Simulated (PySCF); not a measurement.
Isomers of C7H7P.

All values: PBE0/pcSseg-1 (PySCF) at GFN2-xTB geometries, gas phase, one conformer each.

(1) Rank by the highest Hirshfeld charge on any atom, lowest value first.
A. `[CH:1]#[C:2][P:3]1[CH:4]=[CH:5][CH2:6][CH:7]=[CH:8]1` with C2–P3–C4–C5 134°, C4–C5–C6–C7 -36°, C5–C6–C7–C8 36°, C2–P3–C8–C7 -134°
B. `[CH2:1]=[CH:2][c:3]1[cH:4][cH:5][cH:6][p:7][cH:8]1` with C1–C2–C3–C4 180°
C. `C1=CP2C=CC1C=C2`

(2) Rank by HOMO–LUMO gap, lowest first.
A. `C1=CP2C=CC1C=C2`
B. `[CH2:1]=[CH:2][c:3]1[cH:4][cH:5][p:6][cH:7][cH:8]1` with C1–C2–C3–C4 0°
C. `[CH2:1]=[CH:2][c:3]1[cH:4][cH:5][cH:6][p:7][cH:8]1` with C1–C2–C3–C4 180°
D. `[CH:1]#[C:2][P:3]1[CH:4]=[CH:5][CH2:6][CH:7]=[CH:8]1` with C2–P3–C4–C5 134°, C4–C5–C6–C7 -36°, C5–C6–C7–C8 36°, C2–P3–C8–C7 -134°

Results:

(1) B (+0.089 e), C (+0.134 e), A (+0.191 e).

(2) B (4.70 eV), C (5.35 eV), A (5.91 eV), D (6.51 eV).

All values together:

```tsv
SMILES	μ (D)	HOMO (eV)	LUMO (eV)	lowest IAO charge (e)	highest IAO charge (e)	lowest Hirshfeld charge (e)	highest Hirshfeld charge (e)
C=Cc1cccpc1	1.68	-6.91	-1.56	-0.380 (C)	+0.380 (P)	-0.107 (C)	+0.089 (P)
C1=CP2C=CC1C=C2	2.00	-6.64	-0.73	-0.346 (C)	+0.462 (P)	-0.110 (C)	+0.134 (P)
C=Cc1ccpcc1	1.75	-6.64	-1.94	-0.374 (C)	+0.365 (P)	-0.107 (C)	+0.085 (P)
C#CP1C=CCC=C1	1.49	-6.60	-0.09	-0.355 (C)	+0.603 (P)	-0.114 (C)	+0.191 (P)
```

Conformers: `[CH2:1]=[CH:2][c:3]1[cH:4][cH:5][cH:6][p:7][cH:8]1` with C1–C2–C3–C4 180°; `[CH2:1]=[CH:2][c:3]1[cH:4][cH:5][p:6][cH:7][cH:8]1` with C1–C2–C3–C4 0°; `[CH:1]#[C:2][P:3]1[CH:4]=[CH:5][CH2:6][CH:7]=[CH:8]1` with C2–P3–C4–C5 134°, C4–C5–C6–C7 -36°, C5–C6–C7–C8 36°, C2–P3–C8–C7 -134°.
